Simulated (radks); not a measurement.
Task: These are the eigenvalues of the occupied orbitals of an atom or ion with whole-number occupations (hartree). Method: scalar-relativistic Kohn-Sham, exchange-only LDA, spin-polarised, spherical densities, point nucleus; computed with a radial shooting solver on a logarithmic mesh with Libxc functionals.

1s up: -227.7650
1s down: -227.3399
2s up: -47.08091
2s down: -46.36719
2p up: -44.57840

Which element is it, and in what charge state? The configuration may be excited. Open shells, if any, are filled with parallel spins first.

Result: Z = 23, vanadium, charge +17: V17+ in [He] 2s2 2p2. The list shows which subshells hold electrons but not how many an open one holds; the 1s level, -227.77 hartree, gives Z - s = 21.3 by -(Z - s)^2/2, which with screening and relativity narrows Z to a few neighbours, and the depths of the outer levels then fix element, charge and occupations together.
